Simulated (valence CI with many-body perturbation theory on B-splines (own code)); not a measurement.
Ta⁵⁸⁺: calculated level list

Computed by relativistic CI+MBPT: five valence electrons over a frozen Dirac-Fock core [Ne], a basis of 9 s, 9 p, 8 d, 6 f, 3 g, 1 h functions for each j, with the one-electron correlation potential Σ1, the two-electron term Σ2, the three-electron term Σ3, Breit, model QED; selected CI, second order for the rest (own B-spline code, finite nucleus).

No measured spectrum was set against this ion. As an estimate, large intervals hold to a few tenths of a per cent, small ones and those within an open d or f shell to about a per cent. Among the levels kept, up to 550 cm⁻¹ of a level comes from second order outside the variational space, and about a tenth of that is noise between levels of different J, which matters for small intervals.

Levels 1 to 45 of 52, with energies above the lowest level, (3s^2 3p1/2^2 3p3/2) J=3/2. "Leading %" is the weight of the configuration and term that name the level; weights of strongly mixed levels are sums over their largest components and can fall short. In the jj column 3d3/2^4 stands for four electrons in 3d with j = 3/2.

```tsv
No.	Configuration	Term	J	E (eV)	Leading %	Leading jj	g
1	3s²3p³	²P°	3/2	0.00	48	3s^2 3p1/2^2 3p3/2 (99 %)	1.343
2	3s²3p²3d	²D	3/2	225.65	41	3s^2 3p1/2^2 3d3/2 (99 %)	0.777
3	3s²3p²3d	²D	5/2	314.68	33	3s^2 3p1/2^2 3d5/2 (98 %)	1.195
4	3s²3p³	⁴S°	3/2	319.15	55	3s^2 3p1/2 3p3/2^2 (99 %)	1.453
5	3s²3p³	²D°	5/2	330.78	99	3s^2 3p1/2 3p3/2^2 (99 %)	1.186
6	3s²3p³	²P°	1/2	345.87	99	3s^2 3p1/2 3p3/2^2 (99 %)	0.648
7	3s3p⁴	⁴P	5/2	489.82	66	3s 3p1/2^2 3p3/2^2 (92 %)	1.457
8	3s3p⁴	²P	3/2	519.19	33	3s 3p1/2^2 3p3/2^2 (68 %)	1.146
9	3s3p⁴	²S	1/2	520.93	54	3s 3p1/2^2 3p3/2^2 (85 %)	2.048
10	3s²3p²3d	⁴F	5/2	542.33	47	3s^2 3p1/2 3p3/2 3d3/2 (98 %)	0.956
11	3s²3p²3d	⁴D	1/2	545.53	80	3s^2 3p1/2 3p3/2 3d3/2 (99 %)	0.212
12	3s²3p²3d	⁴F	3/2	545.72	33	3s^2 3p1/2 3p3/2 3d3/2 (92 %)	0.903
13	3s²3p²3d	²G	7/2	554.44	52	3s^2 3p1/2 3p3/2 3d3/2 (98 %)	1.022
14	3s²3p²3d	²D	5/2	583.59	36	3s^2 3p1/2 3p3/2 3d3/2 (93 %)	1.159
15	3s²3p²3d	²P	1/2	593.47	38	3s^2 3p1/2 3p3/2 3d3/2 (88 %)	1.663
16	3s²3p²3d	²D	3/2	594.04	26	3s^2 3p1/2 3p3/2 3d3/2 (77 %)	1.218
17	3s²3p²3d	⁴D	7/2	618.87	47	3s^2 3p1/2 3p3/2 3d5/2 (99 %)	1.302
18	3s²3p²3d	²P	3/2	630.97	45	3s^2 3p1/2 3p3/2 3d5/2 (96 %)	1.334
19	3s²3p²3d	²G	9/2	631.61	62	3s^2 3p1/2 3p3/2 3d5/2 (99 %)	1.181
20	3s²3p²3d	²F	5/2	634.48	37	3s^2 3p1/2 3p3/2 3d5/2 (97 %)	1.118
21	3s²3p²3d	²D	5/2	654.71	41	3s^2 3p1/2 3p3/2 3d5/2 (94 %)	1.274
22	3s²3p²3d	²F	7/2	655.77	62	3s^2 3p1/2 3p3/2 3d5/2 (96 %)	1.122
23	3s²3p²3d	²D	3/2	664.27	60	3s^2 3p1/2 3p3/2 3d5/2 (98 %)	0.931
24	3s²3p³	²P°	3/2	666.83	51	3s^2 3p3/2^3 (98 %)	1.303
25	3s²3p²3d	²P	1/2	668.08	54	3s^2 3p1/2 3p3/2 3d5/2 (96 %)	1.226
26	3s3p³3d	⁴D°	5/2	711.11	29	3s 3p1/2^2 3p3/2 3d3/2 (95 %)	1.259
27	3s3p³3d	⁴D°	3/2	713.25	27	3s 3p1/2^2 3p3/2 3d3/2 (96 %)	1.255
28	3s3p³3d	⁴P°	1/2	715.38	45	3s 3p1/2^2 3p3/2 3d3/2 (96 %)	2.378
29	3s3p³3d	⁴F°	7/2	721.47	23	3s 3p1/2^2 3p3/2 3d3/2 (93 %)	1.247
30	3s3p³3d	²D°	3/2	739.56	28	3s 3p1/2^2 3p3/2 3d3/2 (83 %)	1.004
31	3s3p³3d	²F°	5/2	750.76	21	3s 3p1/2^2 3p3/2 3d3/2 (78 %)	0.873
32	3s3p³3d	⁴D°	1/2	755.05	43	3s 3p1/2^2 3p3/2 3d3/2 (87 %)	0.555
33	3s²3p3d²	⁴G°	5/2	781.69	42	3s^2 3p1/2 3d3/2^2 (78 %)	0.782
34	3s3p³3d	⁴F°	9/2	788.15	49	3s 3p1/2^2 3p3/2 3d5/2 (98 %)	1.346
35	3s3p³3d	⁴D°	5/2	804.58	30	3s 3p1/2^2 3p3/2 3d5/2 (96 %)	1.375
36	3s3p³3d	⁴D°	7/2	812.13	31	3s 3p1/2^2 3p3/2 3d5/2 (90 %)	1.259
37	3s3p³3d	²D°	3/2	813.82	32	3s 3p1/2^2 3p3/2 3d5/2 (86 %)	1.117
38	3s3p⁴	⁴P	3/2	819.93	69	3s 3p1/2 3p3/2^3 (87 %)	1.493
39	3s²3p3d²	²P°	1/2	823.07	38	3s^2 3p1/2 3d3/2^2 (87 %)	0.633
40	3s²3p3d²	⁴F°	3/2	827.46	31	3s^2 3p1/2 3d3/2^2 (76 %)	0.792
41	3s3p³3d	²F°	7/2	828.99	28	3s 3p1/2^2 3p3/2 3d5/2 (88 %)	1.175
42	3s3p³3d	²P°	1/2	837.60	46	3s 3p1/2^2 3p3/2 3d5/2 (95 %)	0.660
43	3s3p⁴	²D	5/2	837.74	63	3s 3p1/2 3p3/2^3 (86 %)	1.293
44	3s3p³3d	²F°	5/2	842.72	20	3s 3p1/2^2 3p3/2 3d5/2 (80 %)	1.092
45	3s3p³3d	²P°	3/2	844.78	25	3s 3p1/2^2 3p3/2 3d5/2 (84 %)	1.355
```

The ionisation energy to 3s²3p² ³P0 of the next ion comes out as 5908.7 eV (NIST: 5907 ± 6 eV (theoretical)). All 52 levels together are meant to be complete up to 891.87 eV.
